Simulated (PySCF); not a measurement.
Ge(Br)(NH2) (BrGeH₂N), SMILES [Br][Ge][NH2] (connectivity only; charge and spin as stated), neutral, multiplicity 1.

Coordinates come from a PBE0-D3(BJ)/def2-SVP optimisation. Other conformers were not sampled.

These are r2SCAN/def2-TZVPD (PySCF) values and carry that method's errors.

Symmetry labels are those of the subgroup Cs that the program uses (full group Cs).

**Question.** List the valence orbital energies around the gap with their symmetry. (Estimate from the structure and the level; the computed values follow.)

**Answer.** 
```
orbital  symmetry  energy (eV)
-------  --------  -----------
HOMO−7         A'       -19.44
HOMO−6         A'       -13.47
HOMO−5         A'       -13.05
HOMO−4         A'        -9.46
HOMO−3         A"        -7.90
HOMO−2         A'        -7.40
HOMO−1         A"        -7.01
HOMO           A'        -6.63
LUMO           A"        -2.66
LUMO+1         A'        -0.93
LUMO+2         A'         0.09
LUMO+3         A'         1.15
```
